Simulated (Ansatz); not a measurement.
Gas-phase electronic energies from Ansatz, PBE0-D4/def2-TZVP geometries. CCSD(T)/CBS is the MP2 limit (def2-TZVPP, def2-QZVPP) plus CCSD(T) − MP2 in def2-TZVPP, frozen cores. This one scheme is used for every species. DFT in def2-TZVPP. HSE06 is defined as in plane-wave codes. def2 core potentials past Kr. For Sn outer-core shells are correlated without core-valence functions, which leaves a few kJ/mol of doubt a bond. One conformer a species, not always the lowest.

`[SiH3][O][Sn][O][SiH3]` + HCl → `[SiH3][O][Sn][Cl]` + silanol  (ligand exchange at the Sn–O bond)

```json
{"level": "PBE0-D4", "ΔE (kcal/mol)": "-12.6", "difference from CCSD(T)/CBS": "-2.2"}
{"level": "r2SCAN0-D4", "ΔE (kcal/mol)": "-12.6", "difference from CCSD(T)/CBS": "-2.2"}
{"level": "HSE06-D4", "ΔE (kcal/mol)": "-12.7", "difference from CCSD(T)/CBS": "-2.3"}
{"level": "r2SCAN0", "ΔE (kcal/mol)": "-13.1", "difference from CCSD(T)/CBS": "-2.7"}
{"level": "HF/def2-SVP", "ΔE (kcal/mol)": "-13.4", "difference from CCSD(T)/CBS": "-3.0"}
{"level": "MP2/def2-SVP", "ΔE (kcal/mol)": "-8.7", "difference from CCSD(T)/CBS": "1.7"}
{"level": "CCSD(T)/def2-SVP", "ΔE (kcal/mol)": "-8.7", "difference from CCSD(T)/CBS": "1.7"}
{"level": "HF/def2-TZVPP", "ΔE (kcal/mol)": "-13.6", "difference from CCSD(T)/CBS": "-3.2"}
{"level": "CCSD(T)/def2-TZVPP", "ΔE (kcal/mol)": "-9.7", "difference from CCSD(T)/CBS": "0.7"}
{"level": "HF/def2-QZVPP", "ΔE (kcal/mol)": "-13.2", "difference from CCSD(T)/CBS": "-2.8"}
{"level": "CCSD(T)/CBS", "ΔE (kcal/mol)": "-10.4", "difference from CCSD(T)/CBS": "0"}
```

Largest T1 diagnostic among the species: 0.016.

In def2-TZVPP, CCSD(T) changes the Hartree–Fock value by +3.9 kcal/mol (the triples alone add +0.4 kcal/mol) and MP2 by +3.2 kcal/mol. At CCSD(T), def2-SVP lies +1.7 kcal/mol from the extrapolated value and def2-TZVPP +0.7 kcal/mol.
